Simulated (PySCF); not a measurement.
## Orbital energies and ionisation energy

Compound: 2,2,4-trimethylpentane, C8H18.
Geometry (PBE0-D3(BJ)/def2-SVP, Å), atoms numbered from 1 in this order:
```xyz
26
C8H18 angstrom
C      2.6253    1.2183    0.0863
C      1.4327    0.3875   -0.3837
C      1.8426   -1.0745   -0.5323
C      0.2502    0.6342    0.5609
C     -1.1416    0.0395    0.2479
C     -2.1647    0.8136    1.0881
C     -1.4926    0.2060   -1.2316
C     -1.2406   -1.4382    0.6423
H      3.4775    1.1233   -0.6045
H      2.3695    2.2867    0.1627
H      2.9655    0.8864    1.0818
H      1.1494    0.7601   -1.3846
H      1.0822   -1.6737   -1.0524
H      2.0211   -1.5393    0.4517
H      2.7746   -1.1578   -1.1134
H      0.5402    0.3168    1.5802
H      0.1253    1.7301    0.6209
H     -1.9213    0.7530    2.1613
H     -2.1864    1.8790    0.8084
H     -3.1792    0.4066    0.9505
H     -2.5280   -0.1183   -1.4228
H     -0.8344   -0.3918   -1.8806
H     -1.4090    1.2594   -1.5450
H     -2.2670   -1.8083    0.4874
H     -0.5681   -2.0786    0.0568
H     -0.9933   -1.5771    1.7070
```

Level: PBE0/def2-SVPD (PySCF). Frontier orbitals with their largest atomic shares (Löwdin; up to four atoms above 4 %):

```csv
orbital,ε (eV),main atoms
HOMO−3,-9.21,"C5 14 %, C7 12 %, C2 11 %, C8 11 %"
HOMO−2,-8.78,"C4 14 %, C8 14 %, C5 13 %, C2 11 %"
HOMO−1,-8.69,"C4 17 %, C5 14 %, C2 13 %, C7 10 %"
HOMO,-8.45,?
LUMO,0.60,"C7 8 %, C6 7 %, C8 7 %, C3 7 %"
LUMO+1,1.24,"C1 15 %, C6 10 %, H9 9 %, C3 7 %"
LUMO+2,1.42,"H12 12 %, C7 11 %, H16 9 %, H23 9 %"
```

Question: What vertical ionisation energy does ΔSCF give, and how far is −ε(HOMO) from it?

Answer: ΔSCF: 10.12 eV (976 kJ/mol; threshold wavelength 123 nm); ⟨S²⟩ of the doublet left behind is 0.753, against 0.75 for a pure doublet. −ε(HOMO) is 8.45 eV, 1.67 eV below it. In exact Kohn–Sham theory the two would be equal; PBE0 (global hybrid, 25 % exact exchange) falls short of its own ΔSCF value by 17 %. Holes in the HOMO−1 and HOMO−2 were tried too where these lie within 1.2 eV of the HOMO; the lowest converged state counts.

Question: On which atoms does the HOMO lie?

Answer: C4 (chain CH2 carbon) 16 %, C5 (quaternary sp3 carbon) 16 %, C6 (methyl carbon) 13 %, C2 (sp3 CH carbon) 12 %, so no atom holds as much as 40 %. The HOMO−1 lies 0.24 eV lower.

Question: What total energies stand behind the ΔSCF value?

Answer: E(N) = -315.10232 Eh and E(N − 1) = -314.73051 Eh at the same geometry, 0.37181 Eh apart.

Question: How many of the 10 lowest singlet excitations (vertical TDDFT, same level) lie below the ionisation energy?

Answer: All 10; they run from 8.02 to 9.09 eV.

Question: With α = 99.8 au, estimate the like-pair dispersion coefficient by London's formula C6 = (3/4)α²I.

Answer: I = 0.3718 Eh, so C6 ≈ 2780 au, a rough estimate.

Question: What kinetic energy would electrons from this vertical process carry with 118.2 nm light (10.49 eV)?

Answer: 10.49 − 10.12 = 0.37 eV.

One conformer (not necessarily the lowest) at the PBE0-D3(BJ)/def2-SVP geometry, without solvent, vibrations or thermal averaging.
